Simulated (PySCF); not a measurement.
A structure optimised at r2SCAN-D4/def2-SVP, used in a PySCF frequency run:

```
Si
N 1 1.7215
H 2 1.0147 1 119.91
H 2 1.0153 3 111.65 1 148.66
N 1 1.7222 2 107.78 3 -154.41
H 5 1.0152 1 119.52 2 -159.65
H 5 1.0161 6 111.04 1 145.72
H 1 1.4958 2 118.66 3 87.64
C 1 1.8503 8 106.28 5 -123.64
C 9 1.2223 8 146.89 1 -176.69
H 10 1.0757 3 141.70 2 162.07
```

### Question
Write its SMILES and formula.

### Answer
C#C[SiH](N)N, C2H6N2Si

### Question
What are its rotational constants (standard atomic weights)?

### Answer
6.2107, 2.7734, 2.1230 GHz
